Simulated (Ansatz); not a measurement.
Steps of a relaxation of C₂H₁₀AlN₃ (`C[N](C)[Al]([NH2])[NH2]`) with RKS PBE-D4/def2-SVP.

```sh
$ ansatz run in.yaml --threads 4 --pin off --events-out ev --progress --plain --max-ram 11315MiB
```

```yaml
crystal:
  periodic: [false, false, false]
  atoms:
    - {symbol: C, position_ang: [0.731100, 1.214600, 1.099800]}
    - {symbol: N, position_ang: [-0.239600, 0.134200, 0.866600]}
    - {symbol: C, position_ang: [0.316700, -1.101500, 1.375300]}
    - {symbol: Al, position_ang: [-0.538900, -0.039700, -1.024100]}
    - {symbol: N, position_ang: [0.809900, -0.414300, -2.263700]}
    - {symbol: N, position_ang: [-2.405500, 0.137100, -1.658300]}
    - {symbol: H, position_ang: [0.253600, 2.205700, 0.722500]}
    - {symbol: H, position_ang: [1.693600, 1.114000, 0.564200]}
    - {symbol: H, position_ang: [0.874500, 1.407800, 2.217600]}
    - {symbol: H, position_ang: [-0.356500, -1.946600, 1.271300]}
    - {symbol: H, position_ang: [0.521900, -1.008300, 2.502400]}
    - {symbol: H, position_ang: [1.330100, -1.335600, 0.898800]}
    - {symbol: H, position_ang: [1.454400, 0.390300, -2.147900]}
    - {symbol: H, position_ang: [1.245000, -1.273700, -1.904500]}
    - {symbol: H, position_ang: [-2.744300, 1.046600, -1.350200]}
    - {symbol: H, position_ang: [-2.969100, -0.553100, -1.125600]}
basis:
  gaussian: {orbitals: def2-SVP}
hamiltonian: {xc: pbe, dispersion: d4}
relax: {f_tol: 0.03, max_steps: 200}
```

Positions (Å) and forces (eV/Å) along the path, 9 of 25 steps:

```xyz
16
step=1 energy=-13285.6715 eV
C     0.731    1.215    1.100   -1.902    1.582    0.257
N    -0.240    0.134    0.867    0.454    0.166   -1.188
C     0.317   -1.101    1.375    1.356    0.629    1.020
Al   -0.539   -0.040   -1.024   -2.066    0.182   -0.151
N     0.810   -0.414   -2.264   -1.122    0.602    0.764
N    -2.405    0.137   -1.658    2.209   -0.883    0.416
H     0.254    2.206    0.723    0.610   -0.978    0.359
H     1.694    1.114    0.564    0.589   -0.149    0.144
H     0.875    1.408    2.218    0.222   -0.328   -0.794
H    -0.356   -1.947    1.271   -0.530   -0.687   -0.250
H     0.522   -1.008    2.502   -0.107   -0.128   -0.809
H     1.330   -1.336    0.899   -0.430   -0.271    0.363
H     1.454    0.390   -2.148    0.383   -0.545   -0.169
H     1.245   -1.274   -1.905    0.629    0.081   -0.119
H    -2.744    1.047   -1.350   -0.330    0.483    0.233
H    -2.969   -0.553   -1.126    0.034    0.243   -0.076
16
step=3 energy=-13286.2453 eV
C     0.696    1.251    1.100    0.071   -0.373   -0.026
N    -0.140    0.100    0.764    0.405   -0.015    0.270
C     0.349   -1.111    1.412   -0.136    0.038   -0.126
Al   -0.594   -0.047   -1.012    0.264   -0.042   -0.048
N     0.687   -0.426   -2.259    0.747    0.195    0.099
N    -2.298    0.141   -1.582   -0.437    0.209    0.212
H     0.278    2.179    0.667   -0.053    0.195   -0.079
H     1.768    1.165    0.752   -0.136    0.024    0.029
H     0.750    1.408    2.204   -0.067    0.009    0.023
H    -0.349   -1.961    1.230    0.057    0.025    0.038
H     0.418   -0.987    2.521   -0.041    0.013   -0.016
H     1.370   -1.444    1.072   -0.021    0.029    0.044
H     1.349    0.368   -2.429   -0.491   -0.503   -0.057
H     1.318   -1.199   -1.963   -0.214    0.300   -0.098
H    -2.695    1.064   -1.329    0.016   -0.175   -0.112
H    -2.930   -0.524   -1.103    0.036    0.071   -0.153
16
step=8 energy=-13286.8286 eV
C     0.715    1.246    1.175   -0.005   -0.024   -0.015
N     0.002    0.055    0.758    0.064   -0.009   -0.008
C     0.408   -1.130    1.483   -0.033   -0.018   -0.055
Al   -0.558   -0.032   -0.979    0.092   -0.065   -0.101
N     0.622   -0.593   -2.224    0.287    0.473   -0.177
N    -2.224    0.400   -1.536   -0.226   -0.190    0.245
H     0.332    2.137    0.629    0.036    0.053    0.018
H     1.826    1.205    0.998   -0.053    0.001    0.041
H     0.574    1.456    2.264   -0.001    0.008    0.005
H    -0.215   -2.007    1.195    0.032    0.035    0.020
H     0.288   -1.000    2.587   -0.007   -0.007    0.008
H     1.481   -1.421    1.315   -0.022    0.004    0.050
H     0.796   -0.036   -3.083   -0.255   -0.511    0.337
H     1.534   -0.919   -1.873   -0.136    0.061   -0.129
H    -2.769    1.028   -0.927    0.059   -0.162   -0.076
H    -2.834   -0.412   -1.738    0.170    0.354   -0.161
16
step=12 energy=-13287.1959 eV
C     0.824    1.257    1.225    0.021    0.021    0.001
N     0.213    0.059    0.692    0.073    0.003    0.142
C     0.364   -1.086    1.564   -0.003   -0.022    0.013
Al   -0.455   -0.055   -0.982   -0.044    0.001   -0.059
N     0.604   -0.436   -2.366    0.101   -0.015   -0.062
N    -2.189    0.213   -1.298   -0.086    0.003    0.054
H     0.650    2.127    0.556    0.012    0.008   -0.001
H     1.934    1.165    1.360   -0.021   -0.005    0.005
H     0.410    1.534    2.229   -0.007   -0.006   -0.019
H    -0.141   -1.981    1.140    0.008   -0.004    0.007
H    -0.081   -0.913    2.578   -0.007    0.009   -0.022
H     1.436   -1.367    1.739   -0.019    0.007   -0.008
H     0.340   -0.449   -3.353   -0.011   -0.014    0.002
H     1.598   -0.654   -2.272   -0.047    0.017   -0.001
H    -2.863    0.491   -0.581    0.039   -0.026   -0.026
H    -2.668    0.074   -2.189   -0.007    0.023   -0.027
16
step=15 energy=-13287.2055 eV
C     0.874    1.243    1.209    0.009   -0.003   -0.006
N     0.274    0.043    0.670   -0.008    0.001   -0.017
C     0.322   -1.075    1.587   -0.006   -0.007   -0.003
Al   -0.434   -0.061   -0.995   -0.004    0.001   -0.004
N     0.603   -0.361   -2.417    0.004    0.002    0.009
N    -2.190    0.133   -1.259    0.007    0.000    0.016
H     0.815    2.083    0.485    0.007    0.004   -0.002
H     1.957    1.109    1.465    0.004    0.001    0.002
H     0.372    1.589    2.150    0.000    0.001   -0.004
H    -0.155   -1.977    1.148   -0.001   -0.001    0.004
H    -0.207   -0.864    2.551   -0.005    0.002    0.007
H     1.371   -1.362    1.862   -0.005   -0.001    0.001
H     0.298   -0.419   -3.391    0.001    0.010   -0.002
H     1.607   -0.535   -2.356    0.008    0.002   -0.002
H    -2.850    0.357   -0.512   -0.006   -0.003    0.000
H    -2.680    0.074   -2.153   -0.004   -0.010    0.001
16
step=19 energy=-13287.2957 eV
C     1.202    1.102    1.079   -0.092   -0.149   -0.038
N     0.296    0.039    0.654    0.078   -0.069    0.440
C    -0.003   -0.934    1.710    0.073    0.286   -0.222
Al   -0.429   -0.047   -0.995   -0.156   -0.097   -0.373
N     0.611    0.138   -2.452   -0.122    0.035    0.084
N    -2.190   -0.362   -1.202    0.138   -0.017    0.000
H     1.421    1.805    0.238   -0.075   -0.188    0.136
H     2.192    0.706    1.440   -0.185    0.069   -0.033
H     0.769    1.717    1.918    0.120   -0.127   -0.134
H    -0.698   -1.727    1.341    0.115    0.187    0.011
H    -0.490   -0.460    2.608    0.118   -0.080   -0.139
H     0.927   -1.451    2.074   -0.171    0.098   -0.024
H     0.291    0.294   -3.413   -0.009    0.004    0.145
H     1.630    0.053   -2.446   -0.045    0.007    0.049
H    -2.879   -0.242   -0.455    0.060    0.005    0.002
H    -2.675   -0.654   -2.057    0.153    0.036    0.096
16
step=20 energy=-13287.3285 eV
C     1.261    1.038    1.032   -0.184   -0.252   -0.068
N     0.290    0.016    0.651    0.072   -0.036    0.370
C    -0.076   -0.879    1.749    0.103    0.237   -0.267
Al   -0.414   -0.126   -1.004   -0.039    0.264   -0.330
N     0.602    0.267   -2.441   -0.118   -0.063    0.167
N    -2.161   -0.499   -1.194    0.106   -0.035   -0.025
H     1.509    1.691    0.167   -0.045   -0.069    0.016
H     2.223    0.599    1.402   -0.038    0.014    0.005
H     0.876    1.703    1.850    0.028   -0.067   -0.058
H    -0.821   -1.633    1.409    0.057    0.088    0.017
H    -0.526   -0.333    2.620    0.068   -0.044   -0.083
H     0.813   -1.441    2.138   -0.079    0.035    0.030
H     0.268    0.484   -3.384   -0.010   -0.029    0.139
H     1.625    0.234   -2.445   -0.061   -0.013    0.027
H    -2.852   -0.367   -0.452    0.053   -0.019    0.011
H    -2.640   -0.776   -2.054    0.088   -0.010    0.047
16
step=22 energy=-13287.3734 eV
C     1.351    0.944    1.002    0.049    0.049   -0.006
N     0.277    0.043    0.649   -0.008   -0.007   -0.029
C    -0.168   -0.772    1.758   -0.041   -0.045    0.037
Al   -0.435   -0.062   -1.006   -0.021   -0.007   -0.045
N     0.552    0.421   -2.418   -0.009   -0.007    0.036
N    -2.113   -0.652   -1.198    0.034    0.012    0.018
H     1.655    1.561    0.130   -0.019   -0.009   -0.013
H     2.266    0.408    1.363   -0.013   -0.018    0.005
H     1.060    1.652    1.820    0.002   -0.009   -0.007
H    -0.978   -1.464    1.443    0.002    0.011   -0.024
H    -0.564   -0.165    2.611    0.011    0.018   -0.003
H     0.656   -1.403    2.179   -0.001    0.008   -0.003
H     0.202    0.661   -3.347   -0.015    0.001    0.022
H     1.573    0.425   -2.424    0.021    0.010   -0.004
H    -2.820   -0.606   -0.462   -0.016   -0.010    0.011
H    -2.534   -1.012   -2.056    0.024    0.003    0.005
16
step=25 energy=-13287.3772 eV
C     1.392    0.901    0.982   -0.013   -0.006   -0.002
N     0.276    0.041    0.650    0.007   -0.003    0.013
C    -0.211   -0.730    1.774    0.004    0.007   -0.010
Al   -0.435   -0.064   -1.004    0.001    0.000    0.000
N     0.532    0.483   -2.404    0.006   -0.001   -0.001
N    -2.089   -0.715   -1.200   -0.004    0.003    0.003
H     1.712    1.487    0.096    0.007    0.007   -0.006
H     2.283    0.328    1.347    0.002   -0.005    0.000
H     1.138    1.634    1.789   -0.002    0.001    0.002
H    -1.048   -1.389    1.464   -0.005   -0.006    0.002
H    -0.582   -0.084    2.610   -0.002    0.004    0.001
H     0.582   -1.387    2.214    0.003    0.000   -0.001
H     0.157    0.751   -3.316    0.001   -0.002    0.005
H     1.552    0.531   -2.424   -0.011    0.000    0.000
H    -2.805   -0.715   -0.471    0.008   -0.002   -0.009
H    -2.477   -1.096   -2.064    0.000    0.002    0.004
```

It took 40 s on 4 threads of an Arm Neoverse V2 on a shared host, with 0.2 GiB of host memory at the peak.
